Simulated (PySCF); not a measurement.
[Cu(NH3)6]2+ by CASSCF and spin-orbit coupling

[Cu(NH3)6]2+: Cu(II) (d9), charge +2. The structure is a model geometry with rigid ligands and bond lengths from ionic radii, not a minimum; coordination octahedral, point group S6, metal–donor distances 2.16 Å.

```
25

Cu    0.000    0.000    0.000
N     0.000    0.000    2.160
H     0.942    0.000    2.550
H    -0.471    0.816    2.550
H    -0.471   -0.816    2.550
N     0.000    0.000   -2.160
H    -0.942    0.000   -2.550
H     0.471    0.816   -2.550
H     0.471   -0.816   -2.550
N     2.160    0.000    0.000
H     2.550    0.942    0.000
H     2.550   -0.471    0.816
H     2.550   -0.471   -0.816
N    -2.160    0.000    0.000
H    -2.550   -0.942    0.000
H    -2.550    0.471    0.816
H    -2.550    0.471   -0.816
N     0.000    2.160    0.000
H     0.000    2.550    0.942
H     0.816    2.550   -0.471
H    -0.816    2.550   -0.471
N     0.000   -2.160    0.000
H     0.000   -2.550   -0.942
H     0.816   -2.550    0.471
H    -0.816   -2.550    0.471
```

Method (PySCF 2.14, density fitting): CASSCF(9,5) with orbitals averaged over all microstates of the shell, strongly contracted NEVPT2 on the averaged canonical orbitals; basis x2c-TZVPall on the metal, x2c-SVPall elsewhere; spin-free X2C; gas phase; spin-orbit coupling by state interaction with the mean-field operator over all roots.

## Spin-free states

```json
{"2S+1": "2", "deg.": "2", "symmetry": "2Eg", "cubic parent": "2Eg 1.00", "free-ion term": "2D 1.00", "CASSCF / cm⁻¹": "0", "NEVPT2 / cm⁻¹": "0", "f(ED)": "–"}
{"2S+1": "2", "deg.": "2", "symmetry": "2Eg", "cubic parent": "2T2g 1.00", "free-ion term": "2D 1.00", "CASSCF / cm⁻¹": "7196", "NEVPT2 / cm⁻¹": "10438", "f(ED)": "0"}
{"2S+1": "2", "deg.": "1", "symmetry": "2Ag", "cubic parent": "2T2g 1.00", "free-ion term": "2D 1.00", "CASSCF / cm⁻¹": "7240", "NEVPT2 / cm⁻¹": "10493", "f(ED)": "0"}
```

Energies are counted from the ground state at NEVPT2 level. Weights follow the labels. f(ED) is the electric-dipole oscillator strength from the ground state at the fixed geometry, without vibronic coupling; occupations, where given, run over the ligand-field orbitals from the lowest.

Ligand-field fit:

| cm⁻¹ | CASSCF | NEVPT2 |
| --- | --- | --- |
| 10Dq | 7210 | 10456 |

```
orbital  CASSCF / cm⁻¹  NEVPT2 / cm⁻¹  metal share   main function
      1              0              0         0.99         xy 0.33
      2             44             55         0.99  degenerate set
      3             44             55         0.99  degenerate set
      4           7240          10493         0.95  degenerate set
      5           7240          10493         0.95  degenerate set
```

ζ = 805 cm⁻¹, against 818 for the free ion.

## Magnetism

Degenerate or low-lying orbital states mix with the ground state, so no spin-only Hamiltonian applies. The lowest spin-orbit level is 2-fold, effective g = 0.27, 0.27, 2.27; the next lies at 3.1 cm⁻¹. μeff is 2.02 μB at 300 K and 1.96 μB at 10 K; the spin-only value is 1.73 μB.

| T / K | χT / cm³ K mol⁻¹ | μeff / μB |
| --- | --- | --- |
| 2 | 0.397 | 1.78 |
| 5 | 0.467 | 1.93 |
| 10 | 0.482 | 1.96 |
| 20 | 0.487 | 1.97 |
| 30 | 0.489 | 1.98 |
| 50 | 0.491 | 1.98 |
| 75 | 0.493 | 1.99 |
| 100 | 0.495 | 1.99 |
| 150 | 0.500 | 2.00 |
| 200 | 0.504 | 2.01 |
| 250 | 0.508 | 2.02 |
| 300 | 0.513 | 2.02 |

Powder magnetisation at 2 K: 0.18 μB at 0.5 T, 0.34 μB at 1 T, 0.62 μB at 2 T, 0.82 μB at 3 T, 1.02 μB at 5 T, 1.09 μB at 7 T.

The ground state is orbitally degenerate in this regular structure, which would distort (Jahn–Teller), so its moment is that of the undistorted model. NEVPT2 lifts 2Eg (from 2T2g) from 7196 to 10438 cm⁻¹; on the d shell alone it tends to overshoot states that fill the eg-type orbitals.

The job took 20 s on one thread of Arm Neoverse V2 (shared host), with 222 basis functions and a peak of 0.6 GiB, launched as `OMP_NUM_THREADS=1 python lf_run.py task.json out`.
